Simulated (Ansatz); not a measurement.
`N[AsH][GaH2]` + CH₃NH₂ → `CN[AsH]N` + `[GaH3]`  (cleavage of the As–Ga bond)

Calculated with Ansatz (gas phase, PBE0-D4/def2-TZVP geometries, no zero-point term in ΔE). CBS: MP2 limit from def2 TZ/QZ plus the TZ coupled-cluster correction, frozen cores. DFT in def2-TZVPP. B3LYP here is the variant with VWN-RPA as its local correlation; programs differ in this. HSE06 is defined as in plane-wave codes. For As, Ga outer-core shells are correlated without core-valence functions, which leaves a few kJ/mol of doubt a bond. Scalar relativity is left out up to krypton. Each species was taken in one conformer, which may not be the lowest.

```
             level  ΔE (kJ/mol)  difference from CCSD(T)/CBS
            PBE-D4         74.8                          3.6
           BLYP-D4         67.8                         -3.4
         r2SCAN-D4         71.5                          0.3
            B97M-V         56.8                        -14.4
           PBE0-D4         75.2                          4.0
          B3LYP-D4         69.5                         -1.7
        r2SCANh-D4         72.3                          1.1
        r2SCAN0-D4         73.4                          2.2
          HSE06-D4         75.6                          4.4
          BHLYP-D4         70.2                         -1.0
      CAM-B3LYP-D4         63.5                         -7.7
           ωB97X-V         62.7                         -8.5
           ωB97M-V         65.0                         -6.2
               PBE         76.4                          5.2
            revPBE         77.8                          6.6
              BLYP         72.0                          0.8
            r2SCAN         72.1                          0.9
              PBE0         76.4                          5.2
             B3LYP         71.8                          0.6
           r2SCANh         72.9                          1.7
           r2SCAN0         74.0                          2.8
             HSE06         76.7                          5.5
             BHLYP         69.3                         -1.9
         CAM-B3LYP         64.6                         -6.6
           LC-ωPBE         66.8                         -4.4
RPA@PBE/def2-TZVPP         60.3                        -10.9
       HF/def2-SVP         65.1                         -6.1
      MP2/def2-SVP         65.0                         -6.2
     CCSD/def2-SVP         66.6                         -4.6
  CCSD(T)/def2-SVP         65.8                         -5.4
     HF/def2-TZVPP         63.3                         -7.9
    MP2/def2-TZVPP         65.2                         -6.0
SCS-MP2/def2-TZVPP         61.2                        -10.0
CCSD(T)/def2-TZVPP         65.8                         -5.4
     HF/def2-QZVPP         61.5                         -9.7
    MP2/def2-QZVPP         67.7                         -3.5
SCS-MP2/def2-QZVPP         62.9                         -8.3
      HF/CBS(def2)         61.3                         -9.9
     MP2/CBS(def2)         70.6                         -0.6
    CCSD/CBS(def2)         71.7                          0.5
       CCSD(T)/CBS         71.2                            0
```

Question: What do rigid-rotor, harmonic-oscillator terms from PBE0-D4/def2-TZVP frequencies (298.15 K, 1 bar) make of the CCSD(T)/CBS value? (An estimate is asked.)

Answer: Computed: ΔZPE = -11.7 kJ/mol, ΔH = +59.3 kJ/mol, ΔS = -22 J/(mol·K), ΔG = +66.0 kJ/mol.

Largest T1 diagnostic among the species: 0.013.

At CCSD(T), def2-SVP lies −5.4 kJ/mol from the extrapolated value and def2-TZVPP −5.4 kJ/mol. Leaving LDA and LC-ωPBE aside and taking each functional with its dispersion term where it has one, the values spread over 18.9 kJ/mol, from B97M-V to HSE06-D4. LDA lies −6.0 kJ/mol from PBE without D4.

CCSD(T)/CBS has its own doubt, a few kJ/mol and more with outer-core shells, so smaller differences from it don't rank the levels.
